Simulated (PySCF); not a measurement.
Screening by computed properties: pick the candidate that meets the target.

All species are isolated and taken at one optimised geometry, non-relativistic unless stated. Electronic properties by PySCF.

The conformers computed, where there is a choice (atom-mapped SMILES and torsion angles):
- `[CH3:1][S:2][Si@@H:3]1[SiH2:4][SiH2:5][Si@H:6]1[CH3:7]`: C1–S2–Si3–Si4 49°
- `[CH3:1][CH2:2][SiH2:3][CH2:4]/[C:5]([SiH3:6])=[CH:7]/[F:8]`: C1–C2–Si3–C4 64°, C2–Si3–C4–C5 59°, Si3–C4–C5–Si6 77°
- `[O:1]=[CH:2][c:3]1[cH:4][cH:5][cH:6][cH:7][c:8]1[F:9]`: O1–C2–C3–C4 0°
- `[PH2:1][Si:2]([PH2:3])([PH2:4])[PH2:5]`: H–P1–Si2–P3 -69°, H–P1–Si2–P3 -162°, H–P3–Si2–P1 -68°, H–P3–Si2–P1 -161°, H–P4–Si2–P1 -80°, H–P4–Si2–P1 -172°, H–P5–Si2–P1 45°, H–P5–Si2–P1 -48°
- `[CH3:1][S:2][CH2:3][SiH:4]1[SiH2:5][SiH2:6][SiH2:7]1`: C1–S2–C3–Si4 65°, S2–C3–Si4–Si5 169°
- `[CH2:1]=[CH:2][Si:3]([SiH3:4])([SiH3:5])[S:6][SiH3:7]`: C1–C2–Si3–Si4 115°, C2–Si3–S6–Si7 179°

The conformers of `[SiH3]O[SiH](O[SiH3])O[SiH2]S` aren't listed.

(1) Wanted: HOMO–LUMO gap between 6.6 eV and 7 eV (PBE0/pcSseg-1) and HOMO energy above -7.3 eV (PBE0/pcSseg-1), at GFN2-xTB geometries. Which candidate meets both?
A. `CS[Si@@H]1[SiH2][SiH2][Si@H]1C`
B. `P[Si](P)(P)P`
C. `[SiH3]O[SiH](O[SiH3])O[SiH2]S`
D. `CC[SiH2]C/C([SiH3])=C/F`
E. `O=Cc1ccccc1F`

(2) Wanted: dipole moment above 1.2 D (PBE0/pcSseg-1) and smallest rotational constant below 0.8 GHz (GFN2-xTB), at GFN2-xTB geometries. Which candidate meets both?
A. `CSC[SiH]1[SiH2][SiH2][SiH2]1`
B. `CS[Si@@H]1[SiH2][SiH2][Si@H]1C`
C. `C=C[Si]([SiH3])([SiH3])S[SiH3]`
D. `P[Si](P)(P)P`
E. `O=CC1=CC=CC=C1F`

## Answers

(1) D. Computed values:
```csv
species,HOMO–LUMO gap,HOMO energy
CS[Si@@H]1[SiH2][SiH2][Si@H]1C,4.64 eV,-6.42 eV
O=Cc1ccccc1F,5.58 eV,-7.66 eV
P[Si](P)(P)P,6.53 eV,-7.18 eV
CC[SiH2]C/C([SiH3])=C/F,6.75 eV,-7.02 eV
[SiH3]O[SiH](O[SiH3])O[SiH2]S,7.07 eV,-7.39 eV
```

(2) B. Computed values:
| species | dipole moment | smallest rotational constant |
| --- | --- | --- |
| C=C[Si]([SiH3])([SiH3])S[SiH3] | 0.81 D | 0.695 GHz |
| CSC[SiH]1[SiH2][SiH2][SiH2]1 | 1.12 D | 0.454 GHz |
| P[Si](P)(P)P | 1.31 D | 1.030 GHz |
| CS[Si@@H]1[SiH2][SiH2][Si@H]1C | 1.72 D | 0.629 GHz |
| O=CC1=CC=CC=C1F | 3.49 D | 0.977 GHz |
